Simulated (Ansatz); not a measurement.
Program: Ansatz 0.2.0.

Basis-set series for GeH$_{4}$O, SMILES `[OH][GeH3]`. Charge 0, multiplicity 1. The structure was optimised at the PBE0-D4/def2-TZVP level.

```json
{"functional": "PBE0-D4", "basis": "def2-SVP", "functions": "66", "energy (Eh)": "-2153.96746", "HOMO (eV)": "-8.22", "LUMO (eV)": "0.48"}
{"functional": "PBE0-D4", "basis": "def2-TZVPP", "functions": "135", "energy (Eh)": "-2154.32997", "HOMO (eV)": "-8.43", "LUMO (eV)": "0.11"}
{"functional": "ωB97M-V", "basis": "def2-SVP", "functions": "66", "energy (Eh)": "-2154.15743", "HOMO (eV)": "-10.55", "LUMO (eV)": "2.34"}
{"functional": "ωB97M-V", "basis": "def2-TZVPP", "functions": "135", "energy (Eh)": "-2154.52263", "HOMO (eV)": "-10.79", "LUMO (eV)": "1.82"}
```

**Question.** Give the rows for def2-QZVPP. (Estimate.)

**Answer.** The calculation gave: 
| functional | basis | functions | energy (Eh) | HOMO (eV) | LUMO (eV) |
| --- | --- | --- | --- | --- | --- |
| PBE0-D4 | def2-QZVPP | 266 | -2154.38025 | -8.47 | -0.16 |
| ωB97M-V | def2-QZVPP | 266 | -2154.57176 | -10.83 | 1.35 |

Positive LUMOs are unbound and depend on the basis. Scalar relativity is left out up to krypton.
